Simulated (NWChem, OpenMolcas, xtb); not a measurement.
# How methods differ on SnNH2F (SMILES [NH2][Sn][F])

SnNH2F has 5 atoms, charge 0, and is taken as a singlet. As SMILES, `[NH2][Sn][F]`. The shape is that of a PBE0-D4/def2-TZVP optimisation. This is one conformer, not always the lowest.

Each level gives the HOMO–LUMO gap (eV). The values are calculated.

| level | kind | program | value (eV) | CPU time |
| --- | --- | --- | --- | --- |
| GFN2-xTB | semi-empirical | xtb | 3.93 | under 2 s |
| HF/def2-SVP (core potential) | Hartree–Fock | NWChem | 10.90 | 8.9 s |
| SVWN5/def2-SVP (core potential) | LDA | OpenMolcas | 3.73 | 11 s |
| PBE/def2-SVP (core potential) | GGA | OpenMolcas | 3.74 | 19 s |
| TPSS/def2-SVP (core potential) | meta-GGA | OpenMolcas | 3.86 | 28 s |
| r2SCAN/def2-SVP (core potential) | meta-GGA | OpenMolcas | 4.11 | 23 s |
| TPSSh/def2-SVP (core potential) | hybrid meta-GGA | NWChem | 4.65 | 22 s |
| B2PLYP/def2-SVP (core potential) | double hybrid | OpenMolcas | 7.73 | 11 s |

The values span 3.73 to 10.90 eV. Orbital gaps aren't excitation energies, and those of double hybrids come from the SCF part alone; they tend to grow with the share of exact exchange. Times are those of the runs behind each value, whatever else they computed, on shared processors of several kinds: orders of magnitude only.
